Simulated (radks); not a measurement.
Numerical settings for the rhodium ion Rh9+, [Kr]. All-electron calculation, Dirac Kohn-Sham, PBE, spin-unpolarised, spherical densities, point nucleus. Program: a radial shooting solver on a logarithmic mesh with Libxc functionals. The defaults (mesh step 0.008 in ln r, mesh end at 40 bohr or more with all orbitals vanishing there, Anderson mixing 0.5 over 9 steps, residual threshold near 1e-9 with the energy settled to 1e-9 hartree or 1e-11 of itself, here a cap of 60 iterations) give E = -4763.1374 hartree and 4p3/2 at -196.49 eV in 14 iterations. Run on one thread of a shared host, so times are rough (Arm Neoverse N1): 0.13 s of CPU time, 0.13 s wall, 14 iterations on 2476 mesh points. One setting is changed at a time: mesh step in ln r 0.012; mesh step in ln r 0.2; mesh step in ln r 0.05; mesh end (bohr) 12; mesh end (bohr) 8; residual threshold 1e-16; residual threshold 1e-13; mixing 1; linear mixing, mixing 0.5; linear mixing, mixing 0.2; mixing history 2; iteration cap 3. Which runs fail to converge, and which converge to a wrong energy?

Answer. Not converged within the cap: mesh step in ln r 0.2; residual threshold 1e-16; linear mixing, mixing 0.2; iteration cap 3. No run marked as converged misses the energy by more than 1 mhartree.
